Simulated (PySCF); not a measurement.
Structure problem from calculated spectra and properties.

Formula: C7H11Cl.

| Property | Result |
| --- | --- |
| Dipole | 2.16 D [PBE0/def2-SVPD] |
| Triplet | lowest triplet excitation (Tamm–Dancoff): 5.99 eV [TDA PBE0/def2-SVPD] |
| NMR, other nuclei | isotropic shieldings of nuclei other than C and H, by class: 768 (1 Cl) ppm [GIAO PBE0/pcSseg-1] |
| Polarisability | 89.9 au [PBE0/def2-SVPD] |
| 1H NMR | chemical shifts (computed TMS as zero) by class: 2.18 (1 H), 2.01 (1 H), 1.86 (1 H), 1.82 (1 H), 1.78 (1 H), 1.44 (1 H), 1.41 (1 H), 1.19 (3 H), 0.36 (1 H) ppm [GIAO PBE0/pcSseg-1] |
| UV, strongest line | among the 6 lowest singlet transitions: S5 at 7.74 eV (160 nm, f = 0.031) [TDDFT PBE0/def2-SVPD] |
| Rotational structure | rotational constants A, B, C: 2.672, 1.441, 1.148 GHz [GFN2-xTB] |
| 13C NMR | chemical shifts (computed TMS as zero) by class: 56.1 (1 C), 51.4 (1 C), 44.0 (1 C), 42.7 (1 C), 35.2 (1 C), 33.3 (1 C), 25.6 (1 C) ppm [GIAO PBE0/pcSseg-1] |

The electronic properties come from PySCF, for the isolated species, density fitting. Levels stand in brackets. One conformer (not necessarily the lowest) at the GFN2-xTB geometry, without solvent, vibrations or thermal averaging. Each NMR value is the plain mean over a class of atoms that symmetry, rotation or inversion makes alike.

Question: Give a SMILES that accounts for the data.

Answer: Numbering: `[CH3:1][C@@H:2]1[CH2:3][C@H:4]2[CH2:5][C@@:6]2([Cl:7])[CH2:8]1`. Its formula, C7H11Cl, gives 2 degrees of unsaturation: 2 rings and 0 π bonds in the structure found. 7 carbons fall into 7 classes; from least to most shielded: sp3 C–Cl carbon [C6] (56.1 ppm), ring CH2 carbon [C8] (51.4 ppm), sp3 CH carbon [C2] (44.0 ppm), ring CH2 carbon [C3] (42.7 ppm), three-membered-ring carbon [C5] (35.2 ppm), sp3 carbon at a ring junction [C4] (33.3 ppm), methyl carbon [C1] (25.6 ppm). Hydrogen classes from least to most shielded: 1 H on a ring CH2 carbon, C8 (2.18 ppm), 1 H on an sp3 CH carbon, C2 (2.01 ppm), 1 H on a ring CH2 carbon, C8 (1.86 ppm), 1 H on a ring CH2 carbon, C3 (1.82 ppm), 1 H on an sp3 carbon at a ring junction, C4 (1.78 ppm), 1 H on a three-membered-ring carbon, C5 (1.44 ppm), 1 H on a ring CH2 carbon, C3 (1.41 ppm), 3 H on a methyl carbon, C1 (1.19 ppm, a mean of values up to 0.7 ppm apart in this geometry), 1 H on a three-membered-ring carbon, C5 (0.36 ppm). The other shieldings belong to: 768 ppm, alkyl chlorine [Cl7]. The optimised geometry has point group C1 and is an asymmetric top. Structure: `C[C@@H]1C[C@H]2C[C@@]2(Cl)C1`. Computed isomers that give other values at the same levels: `CC1=CC[C@H]1CCCl` (13C chemical shifts (computed TMS as zero) by class: 159.2 (1 C), 134.9 (1 C), 49.1 (1 C), 42.7 (1 C), 40.3 (1 C), 34.4 (1 C), 17.2 (1 C) ppm); `C[C@@]12C[C@@H]1CC[C@H]2Cl` (13C chemical shifts (computed TMS as zero) by class: 72.8 (1 C), 36.9 (1 C), 33.1 (1 C), 29.3 (1 C), 28.4 (1 C), 20.9 (1 C), 16.9 (1 C) ppm); `C[C@@H]1C2(CC2)[C@@]1(C)Cl` (13C chemical shifts (computed TMS as zero) by class: 55.6 (1 C), 29.9 (1 C), 29.1 (1 C), 23.1 (1 C), 14.3 (1 C), 11.0 (1 C), 8.1 (1 C) ppm). The assignments are read from this structure; whether some other isomer fits the data as well wasn't checked. The mirror image fits equally.
